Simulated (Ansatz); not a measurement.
## Forces on a displaced structure

NH3Te (SMILES N[TeH]), closed shell, displaced at random from a GFN2-xTB minimum.

N1  (-0.178, -0.608, -0.135)
Te2  (0.472, 1.127, 0.588)
H3  (-1.084, -0.769, 0.254)
H4  (0.395, -1.400, 0.080)
H5  (0.376, 1.669, -0.874)
(Å)

Program: Ansatz 0.2.0. Basis: def2-TZVPP. Cores are frozen in the correlated methods. Filled d shells of the heavier atoms are correlated. Core potentials replace the inner electrons of the atoms past krypton. The def2 sets are not built for correlating such inner shells, so the correlated values are less sure here.

CCSD(T) forces from the calculation:
```
atom      Fx      Fy  Fz (eV/Å)
  N1  -0.428  -0.509     -0.396
 Te2   0.496   0.021      1.667
  H3  -0.555  -0.329      0.136
  H4   0.423  -0.235      0.198
  H5   0.064   1.052     -1.605
```

Problem. Which atom feels the largest CCSD(T) force, and how large is it?

Solution. H5, 1.92 eV/Å, along (0.03, 0.55, -0.84).

Root-mean-square difference of the force components from those of CCSD(T): PBE0-D4 0.085; wB97M-V 0.073; r2SCAN-D4 0.091; PBE-D4 0.251; SPW92 0.262; HSE06-D4 0.082 eV/Å.

The T1 diagnostic stays at or below 0.011. These are differences at one structure, and CCSD(T) in triple zeta is itself an approximation.

For scale, one of the runs: CCSD(T)/def2-TZVPP forces, 123 basis functions (an equivalent command: `ansatz run in.yaml --threads 4`). Time: 30 s of wall clock on 4 CPU threads; the host was shared. Peak host memory: 1.1 GiB.
